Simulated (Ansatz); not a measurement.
Reactions of `ClC1=CC[SiH2]1`.

Program: Ansatz. Geometries: PBE0-D4/def2-TZVP. ΔE: electronic, gas phase. CCSD(T)/CBS is the MP2 limit (def2-TZVPP, def2-QZVPP) plus CCSD(T) − MP2 in def2-TZVPP, frozen cores. This one scheme is used for every species, atoms too. DFT in def2-TZVPP. No spin–orbit coupling; open shells (•) take unrestricted orbitals. Spin–orbit coupling would lower the free atoms: a little for C, Cl, Si.

```csv
reaction,ωB97M-V (kcal/mol),CCSD(T)/CBS(def2) (kcal/mol)
`ClC1=CC[SiH2]1` → `[SiH3]C1=CC1Cl`,29.8,30.0
`ClC1=CC[SiH2]1` → `[SiH3]C1(Cl)C=C1`,36.3,36.5
`ClC1=CC[SiH2]1` → 3 C• + Cl• + 5 H• + Si•,915.0,910.2
`ClC1=CC[SiH2]1` + H₂ → `C1=C[SiH2]C1` + HCl,-17.0,-17.0
`ClC1=CC[SiH2]1` → `[SiH3]C1=C(Cl)C1`,34.4,34.6
```

Largest T1 diagnostic: 0.012, for Si•.
